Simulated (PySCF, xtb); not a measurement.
C5H12Si, SMILES CCC/C=C\[SiH3]. Other conformers were not sampled.

Harmonic wavenumbers (cm⁻¹) from GFN2-xTB (xtb) at its own minimum, in rising order: 31, 85, 89, 178, 193, 257, 346, 439, 468, 563, 580, 735, 750, 794, 797, 806, 808, 910, 923, 950, 1003, 1087, 1103, 1120, 1203, 1244, 1265, 1310, 1341, 1357, 1414, 1475, 1492, 1504, 1509, 1679, 2223, 2232, 2249, 2957, 2967, 2981, 2985, 3009, 3028, 3029, 3033, 3045.

Question: What does PBE-D3(BJ)/def2-SVP in PySCF 2.14.0 give at its own minimum? (An estimate is asked for; the answer gives what the named calculation found.)

Answer: 28, 63, 93, 166, 191, 267, 339, 435, 463, 603, 635, 711, 727, 743, 859, 868, 894, 912, 917, 947, 982, 1048, 1062, 1077, 1166, 1215, 1242, 1283, 1308, 1333, 1353, 1405, 1413, 1423, 1430, 1636, 2144, 2147, 2169, 2948, 2967, 2969, 3004, 3016, 3047, 3053, 3062, 3080. Paired by order, the mean absolute difference is 34 cm⁻¹ and the zero-point energies are 93.7 and 92.7 kcal/mol.
